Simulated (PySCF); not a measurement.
**Correlation energy of Sc (scandium, neutral)**

[Ar] 3d1 4s2, 2D determinant. Computed with PySCF 2.14 in def2-QZVPPD, with the non-relativistic Hamiltonian (point nucleus). Frozen: [Ar]; 3 electrons correlated.

```json
{"level": "CCSD", "correlation energy (mhartree)": "-40.08"}
{"level": "(T)", "correlation energy (mhartree)": "-1.14"}
{"level": "CCSD(T)", "correlation energy (mhartree)": "-41.22"}
```

Diagnostics: T1 = 0.027, D1 = 0.0501, largest double amplitude 0.101.

Cost of the coupled-cluster step: about 18 core-seconds, for 3 correlated electrons.
